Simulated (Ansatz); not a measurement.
Basis-set series for CH5AlBrN (`[NH2][AlH][CH2]Br`). Charge 0, multiplicity 1. The structure was optimised at the PBE0-D4/def2-TZVP level. It is one conformer, not always the lowest.

```tsv
functional	basis	functions	energy (Eh)	HOMO (eV)	LUMO (eV)
PBE0-D4	def2-SVP	103	-2911.50460	-7.16	-0.43
PBE0-D4	def2-QZVPP	423	-2912.08397	-7.35	-0.80
ωB97M-V	def2-SVP	103	-2911.81682	-9.44	1.47
ωB97M-V	def2-QZVPP	423	-2912.39714	-9.63	0.71
```

Q: Give the rows for def2-TZVPP. (Best estimate.)

A: Ansatz gave: 
| functional | basis | functions | energy (Eh) | HOMO (eV) | LUMO (eV) |
| --- | --- | --- | --- | --- | --- |
| PBE0-D4 | def2-TZVPP | 222 | -2912.01757 | -7.31 | -0.68 |
| ωB97M-V | def2-TZVPP | 222 | -2912.33312 | -9.60 | 1.08 |

Positive LUMOs are unbound and depend on the basis. Scalar relativity is left out up to krypton.
